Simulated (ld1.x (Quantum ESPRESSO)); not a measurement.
# What one change does to a pseudopotential (Pd (Z = 46), TM)

```
Element                 : Pd (Z = 46)
Generator               : ld1.x (Quantum ESPRESSO) 7.5
Type                    : norm-conserving Troullier–Martins (Kleinman–Bylander form)
Functional              : LDA (PZ)
Relativity              : fully relativistic
Frozen core             : [Kr]
Valence charge          : 10
Reference configuration : 4d8.5 5s0 5p0 (charge +1.5)
Partial waves           : 5s (bound, empty): rc 2.35 bohr; 5p (bound, empty): rc 3.00 bohr; 4d (bound): rc 2.00 bohr
Local potential         : all-electron potential smoothed inside 1.60 bohr (lloc = -2)
Core correction         : a·sin(br)/r model core inside 0.95 bohr
```

Open shells are filled in proportion to 2j + 1 (rel_dist='average').

Change: wave 4d (bound): rc 2.00 bohr becomes 4d (bound): rc 2.44 bohr.

Cutoffs: the cutoffs (Ry, on a coarse ladder) from which the occupation-weighted sum of valence levels, in a spherical-Bessel basis at the reference potential, stays within 10 and 1 mRy of its value at 400 Ry; they do not see the model core or the augmentation charge, which bear on the density cutoff. Errors are all-electron minus pseudo energies relative to the spin-unpolarised reference configuration.

Predict the effect on cutoff, ghosts and configuration errors.

The potential gets softer (50 Ry and 80 Ry → 40 Ry and 70 Ry); both files keep a bound ghost (s); of the 6 tests that both files solve, the error grows in 0 and shrinks in 4 by more than 15 % and 0.3 meV (median size 28.9 → 25.6 meV); the range in which the d3/2 phases agree narrows (upper end 3.8 → 0.0); the range in which the d5/2 phases agree narrows (upper end 3.8 → 0.0). A larger radius leaves more room for a smooth pseudo-wave, so fewer plane waves are needed. That the errors move this way runs against the usual rule that smaller radii transfer better.

```tsv
quantity	base	changed
cutoff, loose	50 Ry	40 Ry
cutoff, tight	80 Ry	70 Ry
bound ghosts	s	s
tests counted (converged, no solver errors)	6 of 7	6 of 7
error for 4d10 5s0 5p0, meV [ΔE -18.35 eV]	-65	-63
error for 4d9 5s0 5p0, meV [ΔE -8.95 eV]	-13	-11
error for 4d8 5s0 5p0, meV [ΔE 12.13 eV]	-19	-15
error for 4d9.5 5s0 5p0, meV [ΔE -14.98 eV]	-39	-36
error for 4d6 5s0 5p0, meV [ΔE 96.27 eV]	-794	-498
error for 4d9 5s0 5p1, meV [ΔE -13.03 eV]	+4.9	+3.9
s: phases at 3.25 bohr within 0.05 rad from the reference energy up to (Ry; the scan ends near 5)	1.4	1.4
p1/2: phases at 3.25 bohr within 0.05 rad from the reference energy up to (Ry; the scan ends near 5)	0.5	0.5
p3/2: phases at 3.25 bohr within 0.05 rad from the reference energy up to (Ry; the scan ends near 5)	0.4	0.4
d3/2: phases at 3.25 bohr within 0.05 rad from the reference energy up to (Ry; the scan ends near 5)	3.8	0.0
d5/2: phases at 3.25 bohr within 0.05 rad from the reference energy up to (Ry; the scan ends near 5)	3.8	0.0
```

Base: Tests not counted: 4d9 5s1 5p0 (solver errors, printed error -786 eV). Changed file: Tests not counted: 4d9 5s1 5p0 (solver errors, printed error +5.5 eV). A true bound ghost makes a file unfit for plane-wave use even where its test errors are small: the radial tests pick states by their node count and pass the ghost by. Where a test does run into it, the solver fails or the error is huge.
